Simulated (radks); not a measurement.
Pm I, configuration [Xe] 4f5 6s2. Method: scalar-relativistic Kohn-Sham, PBEsol, spin-polarised, spherical densities, point nucleus; open shells are filled with parallel spins first (spin-orbit coupling, left out, can overturn this in heavy ions); hard spherical wall at 4 bohr; computed with a radial shooting solver on a logarithmic mesh with Libxc functionals.

Unscreened Slater integrals over Kohn-Sham orbitals (eV). They are taken over the spin-up orbitals. Empty in this configuration: 5d.

integral     value
F0(6s,6s)   9.7811
F0(6s,4f)   12.272
G3(6s,4f)   1.0699
F0(6s,5p)   11.133
G1(6s,5p)   1.6165
F0(6s,5s)   11.534
G0(6s,5s)  0.97472
F0(6s,5d)   10.367
G2(6s,5d)   3.2337
F0(4f,4f)   24.822
F2(4f,4f)   11.315
F4(4f,4f)   7.0046
F6(4f,4f)   5.0130
F0(4f,5p)   16.994
F2(4f,5p)   6.2569
G2(4f,5p)   3.7686
G4(4f,5p)   2.7987
F0(4f,5s)   19.043
G3(4f,5s)   4.1516
F0(4f,5d)   13.730
F2(4f,5d)   4.1016
F4(4f,5d)   2.1625
G1(4f,5d)   2.4844
G3(4f,5d)   1.8887
G5(4f,5d)   1.4093
F0(5p,5p)   14.528
F2(5p,5p)   7.8397
F0(5p,5s)   15.546
G1(5p,5s)   10.365
F0(5p,5d)   12.544
F2(5p,5d)   6.4226
G1(5p,5d)   7.6262
G3(5p,5d)   4.7732
F0(5s,5s)   16.899
F0(5s,5d)   13.067
G2(5s,5d)   4.8285
F0(5d,5d)   11.401
F2(5d,5d)   6.4032
F4(5d,5d)   4.3822

Derived for the open shells (J is the average intra-shell exchange parameter used in DFT+U). 4f: F4/F2 = 0.619, F6/F2 = 0.443, J = (286 F2 + 195 F4 + 250 F6)/6435 = 0.9099 eV.
